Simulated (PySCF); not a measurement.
# Two-component Hartree-Fock for Ba⁴⁷⁺ (barium, charge +47)

Start: [He] 2s2 2p5; 2p1/2 filled at m_j = -1/2, +1/2; 2p3/2 filled at m_j = -1/2, +1/2, +3/2. Calculated with PySCF 2.14 in an uncontracted even-tempered set (17 s from 26 bohr⁻², ratio 2.4; 13 p from 34 bohr⁻², ratio 2.4; 5 d from 120 bohr⁻², ratio 2.6; 4 f from 180 bohr⁻², ratio 2.6): generalised Hartree-Fock with the X2C-1e Hamiltonian and a Gaussian nucleus; one run each with spin-orbit coupling (SO) switched off, then screened by Boettger's factors.

```json
{"spinor shell": "1s1/2", "electrons": "2", "ε, spin-free (eV)": "-41188.2", "ε, screened SO (eV)": "-41179.2", "weight of nominal j (screened SO)": "1.000", "rms radius, screened SO (bohr)": "0.0292"}
{"spinor shell": "2s1/2", "electrons": "2", "ε, spin-free (eV)": "-9272.0", "ε, screened SO (eV)": "-9269.4", "weight of nominal j (screened SO)": "1.000", "rms radius, screened SO (bohr)": "0.115"}
{"spinor shell": "2p1/2", "electrons": "2", "ε, spin-free (eV)": "-8707.9", "ε, screened SO (eV)": "-8985.6", "weight of nominal j (screened SO)": "0.999", "rms radius, screened SO (bohr)": "0.0990"}
{"spinor shell": "2p3/2", "electrons": "3", "ε, spin-free (eV)": "-8707.9", "ε, screened SO (eV)": "-8582.6", "weight of nominal j (screened SO)": "1.000", "rms radius, screened SO (bohr)": "0.104"}
```

| quantity | spin-free | screened SO |
| --- | --- | --- |
| E (hartree) | -5706.18958 | -5713.21087 |
| M_J | 3/2 | 3/2 |
| ⟨J²⟩ | 3.750 | 3.750 |
| ⟨L²⟩ | 2.000 | 2.007 |
| ⟨S²⟩ | 0.750 | 0.757 |

Each row is a mean over spinors that exchange with the open shell spreads, by up to 46.153 eV (2s1/2).

Breit and QED terms are absent; they matter most for the inner s and p1/2 levels.

Densities and radii are taken from the X2C orbitals without a picture-change correction, which distorts them close to the nucleus.

Without spin-orbit coupling the j labels of p, d and f shells carry no meaning; the spin-free column gives the mean over the occupied spinors of each nl shell.
